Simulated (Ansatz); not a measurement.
A CCSD(T) single point on CH4ClNSi (`N=C([SiH3])Cl`).

```yaml
crystal:
  periodic: [false, false, false]
  atoms:
    - {symbol: N, position_ang: [-0.133963, 1.454717, -0.961907]}
    - {symbol: C, position_ang: [-0.418521, 0.335375, -0.490032]}
    - {symbol: Si, position_ang: [0.653358, -0.598331, 0.760326]}
    - {symbol: Cl, position_ang: [-1.899099, -0.560559, -0.931261]}
    - {symbol: H, position_ang: [-0.820556, 1.817518, -1.623873]}
    - {symbol: H, position_ang: [1.022560, -1.900497, 0.155691]}
    - {symbol: H, position_ang: [-0.163537, -0.822565, 1.976881]}
    - {symbol: H, position_ang: [1.851856, 0.217343, 1.058375]}
basis:
  gaussian: {orbitals: def2-SVP}
correlation: {method: ccsd_t}
```

```sh
$ ansatz run in.yaml --threads 4 --pin off --events-out ev --progress --plain
```

The program prints (abridged):

```
Functional definition: HF
819 factors; integrals over basis functions are off by at most 1.1e-3 eV
mean field evaluation 1: about -22929.5215 eV, gradient 3.0e1 eV
mean field evaluation 2: about -22929.5254 eV, gradient 3.0e1 eV
mean field evaluation 4: about -22932.1233 eV, gradient 3.4e0 eV
mean field evaluation 8: about -22932.2025 eV, gradient 1.7e-1 eV
mean field evaluation 16: about -22932.1892 eV, gradient 1.0e0 eV
mean field -22932.20265869 eV, -842.7429037017 hartree, gradient 2.0e-6 eV, S^2 0.000000; 0 other end points of the search recorded, 0 dependent functions left out
12 core orbitals not correlated: weight in the atoms' cores, before any rotation towards them, 1.000 or more for the frozen orbitals, at most 0.000 for the correlated occupied ones
reference -22932.20265869 eV, -842.7429037017 hartree; 12, 12 occupied and 60, 60 virtual orbitals, 819 factors
second order -14.39890197 eV of doubles, -0.00000000 eV of singles
cycle   1  -15.04360344 eV  change   -6.4e-1 eV  update   9.8e-2
cycle   2  -15.50452373 eV  change   -4.6e-1 eV  update   3.1e-2
cycle   3  -15.61491240 eV  change   -1.1e-1 eV  update   1.6e-2
cycle   4  -15.61141313 eV  change    3.5e-3 eV  update   4.0e-3
cycle   5  -15.61196336 eV  change   -5.5e-4 eV  update   1.7e-3
cycle   6  -15.61198715 eV  change   -2.4e-5 eV  update   5.1e-4
cycle   7  -15.61174643 eV  change    2.4e-4 eV  update   2.3e-4
cycle   8  -15.61177201 eV  change   -2.6e-5 eV  update   8.9e-5
cycle   9  -15.61176140 eV  change    1.1e-5 eV  update   2.7e-5
perturbative correction -0.51681179 eV, -0.0189924828 hartree
Total energy: -22948.33123188 eV, -843.3356178340 hartree
```

It took 1.6 s on 4 threads of a server CPU on a shared host, with 0.28 GiB of host memory at the peak.

MP2 recovers 89.3 % of the CCSD(T) correlation energy and the triples give 3.2 %; T1 = 0.0131.
